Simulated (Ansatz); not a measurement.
Correlation energies of C2H2BFO2 (`OB(F)C1=CO1`) by basis set

```csv
atom,x (Å),y (Å),z (Å)
O1,-1.5900,-0.1296,1.1785
B2,-0.9310,-0.2567,0.0021
F3,-1.5496,-0.7148,-1.0861
C4,0.5229,0.1299,-0.0611
C5,1.7753,0.4531,-0.1445
O6,1.6380,0.0877,-1.3907
H7,-2.5107,-0.4003,1.1206
H8,2.6451,0.8308,0.3812
```

The species carries charge 0 and has multiplicity 1. The geometry is a stationary point of PBE0-D4/def2-TZVP. It is one conformer, not always the lowest. Frozen core, restricted reference, Ansatz 0.2.0. CBS rows extrapolate triple and quadruple zeta; past MP2 they add the triple-zeta difference.

| basis | HF (Eh) | MP2 corr. | CCSD corr. | (T) | CCSD(T) total |
| --- | --- | --- | --- | --- | --- |
| def2-SVP | -350.44999 | -0.88526 | ? | -0.03159 | ? |
| def2-TZVPP | ? | -1.11685 | -1.12439 | ? | ? |
| def2-QZVPP | -350.89593 | -1.20527 | – | – | – |
| CBS(def2) | -350.89812 | -1.27076 | ? | as TZ | ? |

Question: Fill in the withheld values. (Best estimate.)

Answer: Computed: def2-SVP CCSD corr.: -0.90562; def2-SVP CCSD(T) total: -351.38720; def2-TZVPP HF (Eh): -350.88007; def2-TZVPP (T): -0.05108; def2-TZVPP CCSD(T) total: -352.05554; CBS(def2) CCSD corr.: -1.27830; CBS(def2) CCSD(T) total: -352.22750.
